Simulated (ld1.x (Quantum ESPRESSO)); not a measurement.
## selenium: variants of one TM potential

Base potential:

```json
{"Element": "Se", "Generator": "ld1.x (Quantum ESPRESSO) 7.5", "Type": "norm-conserving Troullier–Martins (Kleinman–Bylander form)", "Functional": "BP86", "Relativity": "scalar-relativistic", "Frozen core": "[Ar]", "Valence charge": "16", "Reference configuration": "3d10 4s1 4p5", "Partial waves": "4s (bound): rc 1.15 bohr; 3d (bound): rc 1.20 bohr; 4p (bound): rc 1.25 bohr", "Local potential": "the p channel", "Core correction": "none"}
```

All-electron outer shells of the reference configuration (BP86, scalar-relativistic, ld1.x):

| shell | level (eV) | outermost node (bohr) | outermost maximum (bohr) |
| --- | --- | --- | --- |
| 3s | -215.23 | 0.24 | 0.50 |
| 3p | -154.71 | 0.21 | 0.50 |
| 3d | -54.85 | – | 0.45 |
| 4s | -18.25 | 0.70 | 1.49 |
| 4p | -7.24 | 0.74 | 1.77 |

Cutoffs, loose and tight: the cutoffs (Ry, on a coarse ladder) from which the occupation-weighted sum of valence levels, in a spherical-Bessel basis at the reference potential, stays within 10 and 1 mRy of its value at 400 Ry. They do not see the model core or the augmentation charge, which bear on the density cutoff. Test errors are all-electron minus pseudo excitation energies from the reference, over the configurations 3d10 4s2 4p4; 3d10 4s2 4p3; 3d10 4s2 4p2; 3d9 4s2 4p5; 3d10 4s2 4p1; 3d10 4s2 4p3.5; 3d9 4s2 4p4. A dash means not determined; rows that change the core or the reference have their own tests. The largest error is taken over the tests solved by every variant that gives reliable tests at all: 3d10 4s2 4p1; 3d10 4s2 4p2; 3d10 4s2 4p3; 3d10 4s2 4p3.5; 3d10 4s2 4p4.

| change | outcome | cutoff, loose | cutoff, tight | bound ghosts | largest test error (meV) |
| --- | --- | --- | --- | --- | --- |
| base | generated | 230 Ry | over 300 Ry | none | +15 |
| all radii scaled by about 0.77 (s 0.88, p 0.96, d 0.92 bohr) | generated | over 300 Ry | over 300 Ry | none | +562 |
| all radii scaled by about 0.93 (s 1.08, p 1.16, d 1.12 bohr) | generated | 260 Ry | over 300 Ry | none | +32 |
| all radii scaled by about 1.06 (s 1.22, p 1.32, d 1.26 bohr) | generated | 230 Ry | over 300 Ry | none | +9.2 |
| all radii scaled by about 1.17 (s 1.34, p 1.46, d 1.40 bohr) | generated | 230 Ry | 300 Ry | none | -1.3 |
| all radii scaled by about 1.25 (s 1.44, p 1.56, d 1.50 bohr) | generated | 200 Ry | 260 Ry | none | -3.4 |
| all radii scaled by about 1.28 (s 1.48, p 1.60, d 1.54 bohr) | generated | 200 Ry | 260 Ry | none | -4.1 |
| all radii scaled by about 1.37 (s 1.58, p 1.70, d 1.64 bohr) | generated | 180 Ry | 230 Ry | none | -4.3 |

Q: What comes out with this change to the base: all radii scaled by about 0.83 (s 0.96, p 1.04, d 1.00 bohr)?

A: outcome: generated; cutoff, loose: 300 Ry; cutoff, tight: over 300 Ry; bound ghosts: none; largest test error (meV): +193.

Reading the sweep of the scale of all radii (base = 1) (base included, trends over the rows without a ghost): The loose cutoff falls from 300 Ry at 0.83 to 180 Ry at 1.37. A larger radius leaves more room for a smooth pseudo-wave, so fewer plane waves are needed; a smaller one forces it to follow the all-electron wave where it bends sharply. The median size of the test errors (rows with all tests solved) is not monotonic: lowest 1.2 meV at 1.17, highest 101.2 meV at 0.83.
